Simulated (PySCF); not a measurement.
B(Cl)(SMe)2 (C₂H₆BClS₂), SMILES CSB(Cl)SC. The structure is a stationary point at PBE-D3(BJ)/def2-SVP. Other conformers were not sampled.

### Question
Give the equilibrium geometry at PBE-D3(BJ)/def2-SVP (PySCF confirms it by a frequency run) as Cartesian coordinates in Å, and its point group. (The exact figures need the calculation; the answer reports its results.)

### Answer
This is not unique; one that fits is point group Cs.
```xyz
12

B      0.3334     0.0096     0.0000
Cl     1.7714    -1.0346     0.0000
S     -1.3443    -0.6604     0.0000
C     -1.0919    -2.4720     0.0000
H     -0.5377    -2.7893    -0.9027
H     -2.0987    -2.9286     0.0000
H     -0.5377    -2.7893     0.9027
S      0.6274     1.7875     0.0000
C     -1.0647     2.4863     0.0000
H     -1.6208     2.1715    -0.9039
H     -0.9553     3.5864     0.0000
H     -1.6208     2.1715     0.9039
```
Charge 0, spin multiplicity 1.
